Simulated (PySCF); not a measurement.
ClGeH5OSi, SMILES Cl[SiH2][O][GeH3]. Heavy atoms are numbered as in [SiH2:1]([Cl:2])[O:3][GeH3:4]. Hydrogens are named by the atom that carries them.

Geometry optimised at PBE0-D3(BJ)/def2-SVP. This is a generated structure with no PubChem entry under its InChIKey; it may be hypothetical. The values are those of a single conformer.

These are PBE/pcSseg-1 run with PySCF values and carry that method's errors.

GIAO shieldings, no solvent; atoms alike by connectivity are averaged. δ = σ(ref) − σ: ²⁹Si against TMS (σ = 335.4 ppm); ³⁵Cl against HCl (σ = 936.5 ppm); ¹⁷O against H2O (σ = 334.3 ppm); ⁷³Ge against GeH4 (σ = 1614.4 ppm); ¹H against TMS (σ = 31.49 ppm), references at their B3LYP-D3(BJ)/def2-TZVP geometries, non-relativistic (without spin–orbit terms, shifts of atoms bonded to Cl or Br come out too high).

Computed chemical shifts:
```
nucleus       atoms  count  δ (ppm)
-------  ----------  -----  -------
²⁹Si     Si1 (SiH2)      1    -11.1
³⁵Cl            Cl2      1     64.0
¹⁷O              O3      1     43.8
⁷³Ge     Ge4 (GeH3)      1    262.6
¹H         H on Si1      2     6.07
¹H         H on Ge4      3     5.69
```
